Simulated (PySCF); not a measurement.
# Stationary points of LuOCl

These are results of PBE/[Lu def2-SVP with ECP28, O def2-SVP, Cl def2-SVP], scalar-relativistic core potentials, density fitting, no spin–orbit coupling, PySCF, not measurements.

Relaxations began from a few typed shapes. The search is not exhaustive: other isomers or separated fragments can lie lower, and high-lying points may rest on an excited occupation.

Question: Order these stationary points by electronic energy, lowest first, in kJ/mol from the lowest minimum.
A. singlet C∞v: Lu–Cl 2.527 Å, Lu–O 1.808 Å; Cl–Lu–O 180.0°
B. singlet Cs: Lu–Cl 2.418 Å, Lu–O 1.799 Å; Cl–Lu–O 110.8°

Answer: B (0.0), A (58.8).

Question: Which of them are minima?

Answer: By energy in kJ/mol, 0.0: minimum; 58.8: saddle point, 2 imaginary modes.

Formally Lu is in oxidation state +3, d0. The polar-tensor charge on Lu, 1.35, is far below the formal one.

For the lowest minimum: stability towards spin polarisation was not tested.
